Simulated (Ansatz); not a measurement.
Born–Oppenheimer molecular dynamics of H$_{6}$OSiZn (9 atoms, charge 0, multiplicity 1). It starts at the highest image of a converged band. Of that band: Neighbouring images differ by up to 2.3 eV, so the band resolves the path poorly. A vibrational analysis at the climbing image gives one clearly imaginary mode, 1573i cm⁻¹: a first-order saddle point.

The calculation used Ansatz 0.2.0, RKS BHLYP-D4/def2-SVP.

```json
{"ensemble": "NVE (velocity Verlet)", "time step": "0.5 fs", "steps asked": "200", "starting velocities drawn for": "100 K", "seed": "7210"}
```

First frame:

```xyz
9
Properties=species:S:1:pos:R:3
Zn -1.026 0.111 -0.447
Si 1.401 -0.143 0.594
O -1.504 0.223 -2.154
H -0.491 -0.013 1.052
H -1.664 0.089 1.154
H 1.655 -0.425 2.032
H 2.107 1.116 0.244
H 1.968 -1.266 -0.195
H -2.446 0.310 -2.280
```

(1) How far do the bonds stretch over the last three quarters of this one trajectory? (Pairs bonded in most of those frames.)

Answers

(1) 
| bond | mean (Å) | spread (Å) | shortest | longest |
| --- | --- | --- | --- | --- |
| Zn1–Si2 | 2.345 | 0.142 | 2.17 | 2.63 |
| Zn1–O3 | 1.793 | 0.029 | 1.74 | 1.83 |
| Si2–H6 | 1.488 | 0.010 | 1.47 | 1.50 |
| Si2–H7 | 1.488 | 0.026 | 1.45 | 1.53 |
| Si2–H8 | 1.490 | 0.010 | 1.47 | 1.51 |
| O3–H9 | 0.953 | 0.001 | 0.95 | 0.95 |
| H4–H5 | 0.764 | 0.059 | 0.68 | 0.85 |

Mean temperature of the second half: 2188 K. The conserved energy stayed within 0.43 meV per atom of its start (net change 0.081 meV per atom), so the integration is sound. The kinetic energy rose, since the run started high on the potential surface and went downhill. It ends in pieces (H2 + H4OSiZn), so much of that is their flight and rotation, not heat. A run of 0.1 ps of so small a system gives no equilibrium averages. The orbitals stay closed-shell, which can raise the energy where a bond breaks towards radicals; this wasn't checked here.

The run took 5.5 min on 2 threads of Intel(R) Xeon(R) Platinum 8488C (Sapphire Rapids), with other jobs on the host, peak memory 0.23 GiB.
